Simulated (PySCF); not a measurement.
C₉H₈O, SMILES O(c1cc(ccc1)C#C)C, GFN2-xTB optimised geometry.

```
18

C     -3.01    -2.35     0.00
C     -2.43    -1.30     0.00
C     -1.73    -0.07     0.00
C     -2.44     1.13     0.00
C     -1.74     2.33     0.00
C     -0.36     2.34     0.00
C      0.35     1.14     0.00
O      1.71     1.26     0.00
C      2.49     0.09    -0.01
C     -0.34    -0.07     0.00
H     -3.52    -3.26     0.00
H     -3.52     1.12     0.00
H     -2.28     3.26     0.00
H      0.19     3.26     0.00
H      3.52     0.42    -0.02
H      2.31    -0.52     0.88
H      2.30    -0.52    -0.91
H      0.18    -1.01     0.00
```

Density from PySCF with B3LYP/def2-SVP at that geometry.

Minimum of the electron density along straight lines between bonded atoms, close to the bond critical point (lines longer than 1.1 times the sum of covalent radii, or with two minima, are not listed):

```json
[
 {"bond": "C1–C2", "length / Å": "1.200", "ρ at the minimum / e bohr⁻³": "[?]", "∇²ρ there / e bohr⁻⁵": "-1.06", "position (fraction from the first atom)": "0.48"},
 {"bond": "C2–C3", "length / Å": "1.416", "ρ at the minimum / e bohr⁻³": "0.290", "∇²ρ there / e bohr⁻⁵": "-0.75", "position (fraction from the first atom)": "0.52"},
 {"bond": "C3–C4", "length / Å": "1.392", "ρ at the minimum / e bohr⁻³": "0.310", "∇²ρ there / e bohr⁻⁵": "-0.79", "position (fraction from the first atom)": "0.51"},
 {"bond": "C4–C5", "length / Å": "1.384", "ρ at the minimum / e bohr⁻³": "0.314", "∇²ρ there / e bohr⁻⁵": "-0.82", "position (fraction from the first atom)": "0.50"},
 {"bond": "C5–C6", "length / Å": "1.380", "ρ at the minimum / e bohr⁻³": "0.316", "∇²ρ there / e bohr⁻⁵": "-0.82", "position (fraction from the first atom)": "0.50"},
 {"bond": "C6–C7", "length / Å": "1.397", "ρ at the minimum / e bohr⁻³": "0.311", "∇²ρ there / e bohr⁻⁵": "-0.82", "position (fraction from the first atom)": "0.48"},
 {"bond": "C7–O8", "length / Å": "1.363", "ρ at the minimum / e bohr⁻³": "0.285", "∇²ρ there / e bohr⁻⁵": "-0.35", "position (fraction from the first atom)": "0.34"},
 {"bond": "O8–C9", "length / Å": "1.406", "ρ at the minimum / e bohr⁻³": "[?]", "∇²ρ there / e bohr⁻⁵": "-0.36", "position (fraction from the first atom)": "0.66"},
 {"bond": "C3–C10", "length / Å": "1.396", "ρ at the minimum / e bohr⁻³": "0.306", "∇²ρ there / e bohr⁻⁵": "-0.77", "position (fraction from the first atom)": "0.50"},
 {"bond": "C7–C10", "length / Å": "1.387", "ρ at the minimum / e bohr⁻³": "0.314", "∇²ρ there / e bohr⁻⁵": "-0.81", "position (fraction from the first atom)": "0.51"},
 {"bond": "C1–H11", "length / Å": "1.049", "ρ at the minimum / e bohr⁻³": "0.294", "∇²ρ there / e bohr⁻⁵": "[?]", "position (fraction from the first atom)": "0.66"},
 {"bond": "C4–H12", "length / Å": "1.079", "ρ at the minimum / e bohr⁻³": "0.285", "∇²ρ there / e bohr⁻⁵": "-1.09", "position (fraction from the first atom)": "0.63"},
 {"bond": "C5–H13", "length / Å": "1.080", "ρ at the minimum / e bohr⁻³": "0.285", "∇²ρ there / e bohr⁻⁵": "-1.09", "position (fraction from the first atom)": "0.63"},
 {"bond": "C6–H14", "length / Å": "1.078", "ρ at the minimum / e bohr⁻³": "0.284", "∇²ρ there / e bohr⁻⁵": "-1.09", "position (fraction from the first atom)": "0.63"},
 {"bond": "C9–H15", "length / Å": "1.089", "ρ at the minimum / e bohr⁻³": "0.285", "∇²ρ there / e bohr⁻⁵": "-1.11", "position (fraction from the first atom)": "0.64"},
 {"bond": "C9–H16", "length / Å": "1.095", "ρ at the minimum / e bohr⁻³": "0.281", "∇²ρ there / e bohr⁻⁵": "-1.06", "position (fraction from the first atom)": "0.64"},
 {"bond": "C9–H17", "length / Å": "1.095", "ρ at the minimum / e bohr⁻³": "0.281", "∇²ρ there / e bohr⁻⁵": "-1.06", "position (fraction from the first atom)": "0.64"},
 {"bond": "C10–H18", "length / Å": "1.079", "ρ at the minimum / e bohr⁻³": "0.284", "∇²ρ there / e bohr⁻⁵": "-1.08", "position (fraction from the first atom)": "0.63"}
]
```

Q: Complete the blanks.

A: 
- C1–C2, ρ at the minimum / e bohr⁻³: 0.401
- O8–C9, ρ at the minimum / e bohr⁻³: 0.256
- C1–H11, ∇²ρ there / e bohr⁻⁵: -1.22
